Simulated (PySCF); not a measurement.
## `C[C@H](S)[C@@H]1C[C@@H]1C#N`, C₆H₉NS

Geometry (Å), atoms numbered from 1 in this order:
```xyz
17

C    -1.875   -1.030    0.604
C    -0.885    0.113    0.442
S    -1.782    1.571   -0.263
C     0.252   -0.275   -0.467
C     1.458   -0.950    0.100
C     1.569    0.470   -0.402
C     1.711    1.520    0.541
N     1.801    2.373    1.300
H    -2.286   -1.312   -0.363
H    -2.693   -0.730    1.253
H    -1.377   -1.893    1.040
H    -0.507    0.431    1.417
H    -0.862    2.471    0.072
H    -0.074   -0.571   -1.458
H     1.946   -1.724   -0.473
H     1.496   -1.101    1.169
H     2.101    0.649   -1.329
```

Method: TDDFT PBE0/def2-SVPD circular dichroism and optical rotation, one conformer, gas phase in PySCF 2.14.0. Geometry: GFN2-xTB.

The molecule is flexible and this is one conformer; a measurement averages over conformers. States above about 7.0 eV (minus the energy of the highest occupied orbital) lie near or above the ionisation threshold and depend on the basis.

Question: Draw the ECD and absorption spectra from the lowest 12 states, each a Gaussian of half-width 0.35 eV at 1/e height.

Answer: 
| E (eV) | λ (nm) | Δε (L mol⁻¹ cm⁻¹) | ε (L mol⁻¹ cm⁻¹) |
| --- | --- | --- | --- |
| 5.09 | 244 | +0.37 | 4.64 |
| 5.24 | 237 | +1.05 | 13.2 |
| 5.39 | 230 | +2.05 | 27 |
| 5.54 | 224 | +2.74 | 45.6 |
| 5.69 | 218 | +2.34 | 94.2 |
| 5.84 | 212 | +0.63 | 268 |
| 5.99 | 207 | -1.99 | 710 |
| 6.14 | 202 | -4.45 | 1420 |
| 6.29 | 197 | -4.89 | 2080 |
| 6.44 | 193 | -2.52 | 2250 |
| 6.59 | 188 | +0.91 | 1890 |
| 6.74 | 184 | +3.23 | 1410 |
| 6.89 | 180 | +4.03 | 1220 |
| 7.04 | 176 | +3.17 | 1400 |
| 7.19 | 173 | +0.39 | 1910 |
| 7.34 | 169 | -2.62 | 2980 |
| 7.49 | 166 | -2.49 | 4670 |
| 7.64 | 162 | +1.56 | 6090 |

Δε uses R in velocity form, ε uses f in length form. Only the states computed contribute, so the short-wavelength end is incomplete.
